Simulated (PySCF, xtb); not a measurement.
Ga(Me)2(Cl) (C2H6ClGa), SMILES [Ga]([CH3])([CH3])[Cl].

GFN2-xTB (xtb) at its own geometry gives an orbital gap of 4.36 eV and a dipole moment of 2.91 D.

Coordinates come from a B3LYP-D3(BJ)/def2-SVP optimisation. The isomer is the one that the SMILES or the coordinates give; other isomers of the formula were not compared.

Task: What does M06-2X/def2-TZVP in PySCF give? (An estimate is asked for; the answer gives what the named calculation found.)

Result: gap 8.60 eV (levels -9.03 and -0.43 eV), dipole 2.87 D.
